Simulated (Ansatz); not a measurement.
AlF2H3Si, SMILES `F[SiH](F)[AlH2]`, one more setting.

```yaml
crystal:
  periodic: [false, false, false]
  atoms:
    - {symbol: F, position_ang: [-0.175605, -1.765891, 1.200331]}
    - {symbol: Si, position_ang: [0.714213, -0.650545, 0.402312]}
    - {symbol: F, position_ang: [1.458120, -1.385591, -0.748090]}
    - {symbol: Al, position_ang: [-0.926223, 0.983481, -0.561912]}
    - {symbol: H, position_ang: [1.747251, -0.130940, 1.319552]}
    - {symbol: H, position_ang: [-0.830781, 2.547816, -0.132709]}
    - {symbol: H, position_ang: [-2.026183, 0.500542, -1.547941]}
basis:
  gaussian: {orbitals: "6-31G*"}
hamiltonian: {xc: {name: wB97}}
output: {forces: true}
```

```sh
$ ansatz run in.yaml --threads 2 --pin off --events-out ev --progress --plain --max-ram 4352MiB
```

Output, abridged:

```
Functional definition: wB97
798 factors; their error is unknown
288 factors; integrals over basis functions are off by at most 1.9e-5 eV
mean field evaluation 1: about -19954.5455 eV, gradient 3.9e1 eV
mean field evaluation 2: about -19954.7899 eV, gradient 4.2e1 eV
mean field evaluation 4: about -19957.2389 eV, gradient 7.3e-1 eV
mean field evaluation 8: about -19957.1854 eV, gradient 1.7e-2 eV
mean field -19957.18543831 eV, -733.4130373918 hartree, gradient 7.9e-5 eV, S^2 0.000000; 0 other end points of the search recorded, 0 dependent functions left out
reference -19957.18542534 eV, -733.4130369151 hartree; 24, 24 occupied and 50, 50 virtual orbitals, 798 factors
Total energy: -19957.18542534 eV, -733.4130369151 hartree
Atom 0 at    -0.175605    -1.765891     1.200331 Å, force     0.407455     0.326964    -0.133290 eV/Å
Atom 1 at     0.714213    -0.650545     0.402312 Å, force    -2.125975     1.102130     1.487193 eV/Å
Atom 2 at     1.458120    -1.385591    -0.748090 Å, force     1.248273    -1.214500    -1.791751 eV/Å
Atom 3 at    -0.926223     0.983481    -0.561912 Å, force     0.732153     0.325773     0.656836 eV/Å
Atom 4 at     1.747251    -0.130940     1.319552 Å, force     0.133018     0.021265     0.226606 eV/Å
Atom 5 at    -0.830781     2.547816    -0.132709 Å, force    -0.045172    -0.406423    -0.127095 eV/Å
Atom 6 at    -2.026183     0.500542    -1.547941 Å, force    -0.349752    -0.155208    -0.318499 eV/Å
Dipole moment:    -0.010955     0.321125    -0.032667 e Å
```

Run time 7.5 s (2 threads of an Intel Xeon on a shared host); peak host memory 0.36 GiB.
